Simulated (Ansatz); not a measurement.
Geometry optimisation, RKS BLYP-D4/def2-mTZVP in Ansatz.

Input:

```yaml
crystal:
  periodic: [false, false, false]
  atoms:
    - { symbol: F, position_ang: [-0.7265, -2.3679, 1.3685] }
    - { symbol: Al, position_ang: [-0.8741, -0.711, 0.5641] }
    - { symbol: Al, position_ang: [0.6653, 1.1253, -0.3128] }
    - { symbol: Se, position_ang: [-1.3066, 0.6308, -1.3451] }
    - { symbol: H, position_ang: [2.2917, 1.2492, -0.3161] }
basis:
  gaussian: { orbitals: def2-mTZVP }
hamiltonian:
  xc: blyp
  dispersion: d4
relax:
  f_tol: 0.02
  max_steps: 50
output:
  orbitals: {}
```

Run as:

```bash
$ ansatz run input.yaml --threads 2 --pin off --max-ram 3072MiB --backend cpu --events-out ev --progress --plain --runs-dir out
```

Task: Where does it end, and by what steps?

Result: The forces met the threshold. After 8 steps the energy has fallen by 1.231 eV; H5 moved furthest, 0.64 Å.

```json
{"step": "0", "energy less start (eV)": "0.0000", "largest force component (eV/Å)": "2.035", "accepted": "yes"}
{"step": "1", "energy less start (eV)": "-0.6559", "largest force component (eV/Å)": "2.593", "accepted": "yes"}
{"step": "2", "energy less start (eV)": "-0.8938", "largest force component (eV/Å)": "2.264", "accepted": "yes"}
{"step": "3", "energy less start (eV)": "-1.1919", "largest force component (eV/Å)": "0.413", "accepted": "yes"}
{"step": "4", "energy less start (eV)": "-1.2214", "largest force component (eV/Å)": "0.169", "accepted": "yes"}
{"step": "5", "energy less start (eV)": "-1.2304", "largest force component (eV/Å)": "0.043", "accepted": "yes"}
{"step": "6", "energy less start (eV)": "-1.2312", "largest force component (eV/Å)": "0.032", "accepted": "yes"}
{"step": "7", "energy less start (eV)": "-1.2313", "largest force component (eV/Å)": "0.034", "accepted": "yes"}
{"step": "8", "energy less start (eV)": "-1.2314", "largest force component (eV/Å)": "0.007", "accepted": "yes"}
```

```xyz
5
Properties=species:S:1:pos:R:3
F -1.320 -2.219 1.317
Al -0.519 -0.951 0.576
Al 0.969 0.785 -0.211
Se -1.202 0.484 -1.189
H 2.122 1.828 -0.535
```

Run time: 20 s on 2 threads of Arm Neoverse V1 (shared host), peak memory 0.15 GiB.
